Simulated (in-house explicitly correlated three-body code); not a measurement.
Computed with an exponentially correlated three-body code. Model: two electrons around a point charge, non-relativistic, variational in 260 exponentially correlated functions (energies converged to about 1e-7 hartree, or 1e-8 relative for large Z).

Command:
```bash
python run_hyl.py task.json out
```
Settings (lengths in bohr, energies in hartree):
```
Z                      10
screening              5
interaction_strength   1
functions              260
states_tried           1
```

Run time, properties included: 20 s on 1 thread of Arm Neoverse N1, with other jobs on the host.

**Ground state only, binding against the one-electron ion.**

Given: nuclear charge 10; Yukawa screening of all interactions 5 1/bohr.

Computed: one-electron threshold -14.8117022 hartree.

| term | energy (hartree) | binding (eV) |
| --- | --- | --- |
| 1 1S | -27.3694932 | 341.71 |

**Converged states only, values per electron or pair (inverse distances are <exp(-kr)/r>).**

```tsv
term	mean r (bohr)	mean r squared (bohr²)	mean inverse r (1/bohr)	mean r12 (bohr)	mean inverse r12 (1/bohr)	mean cosine	mean p1 dot p2 (bohr⁻²)	delta r1 (bohr⁻³)	delta r12 (bohr⁻³)
1 1S	0.1894	0.050274	5.0019	0.28102	2.1415	-0.010694	0.71705	222.35	20.856
```

**Static dipole response.**

| state | polarisability (bohr³) |
| --- | --- |
| 1 1S | 0.0027532 |
